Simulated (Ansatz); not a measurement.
[TcOF4]- (TcOF4⁻). Charge -1, multiplicity 1. Geometry relaxed at PBE0-D4/def2-SVPD.

Cartesian coordinates in Å:
```
Tc -0.0155 -0.1616 -0.0523
O -0.1628 -1.7006 -0.5502
F 1.8247 0.3249 0.0616
F 0.0857 -0.0893 1.8506
F -1.7354 0.6079 0.2401
F 0.0033 1.0187 -1.5499
```

In the def2 sets Tc takes a core potential; there is no spin–orbit coupling.

Estimate the harmonic wavenumbers at RKS PBE0-D4/def2-SVPD (Ansatz, unscaled). Is this a minimum?

66, 219, 219, 234, 270, 321, 321, 546, 625, 630, 630, 1108 cm⁻¹. Yes, no mode is imaginary beyond noise. Zero-point energy 31.0 kJ/mol. Run time 61 s (4 threads of Arm Neoverse V2 on a shared host).
